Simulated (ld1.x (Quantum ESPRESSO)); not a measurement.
Au (Z = 79): PAW pseudisation with PBE, fully relativistic reference atom.

ld1.x (Quantum ESPRESSO) 7.5 input, shortened:

```
&input
   title='Au', zed=79., rel=2, dft='PBE', iswitch=3,
   config='[Xe] 4f14 5d10 6s0.75 6p0.25', rel_dist='average'
 /
 &inputp
   pseudotype=3, lpaw=.true., tm=.true., lloc=-1, rcloc=1.65,
   nlcc=.true., new_core_ps=.true.,
   which_augfun='PSQ', rmatch_augfun=1.50
 /
6
6S  1  0   0.75   0.00  1.90  2.20  0.0
6S  1  0   0.00   0.10  1.90  2.20  0.0
5P  2  1   6.00   0.00  1.40  1.50  0.0
6P  3  1   0.25   0.00  1.40  1.50  0.0
5D  3  2  10.00   0.00  2.15  2.50  0.0
5D  3  2   0.00   1.05  2.15  2.50  0.0
 &test
   configts(1)='5p6 5d10 6s0.75 6p0.25'
 /
```

Open shells are filled in proportion to 2j + 1 (rel_dist='average').

All-electron outer shells of the reference configuration (PBE, scalar-relativistic, ld1.x):

| shell | level (eV) | outermost node (bohr) | outermost maximum (bohr) |
| --- | --- | --- | --- |
| 5s | -108.98 | 0.48 | 0.84 |
| 4f | -81.73 | – | 0.37 |
| 5p | -60.40 | 0.52 | 0.96 |
| 5d | -7.48 | 0.56 | 1.21 |
| 6s | -6.22 | 1.11 | 2.29 |
| 6p | -1.12 | 1.32 | 3.60 |

Problem. Is a potential produced?

Solution. No. ld1.x (Quantum ESPRESSO) 7.5 stopped with "new_paw_hamiltonian: negative rho": the spherical valence density built from the smooth waves and the augmentation charge turned negative at some radius.
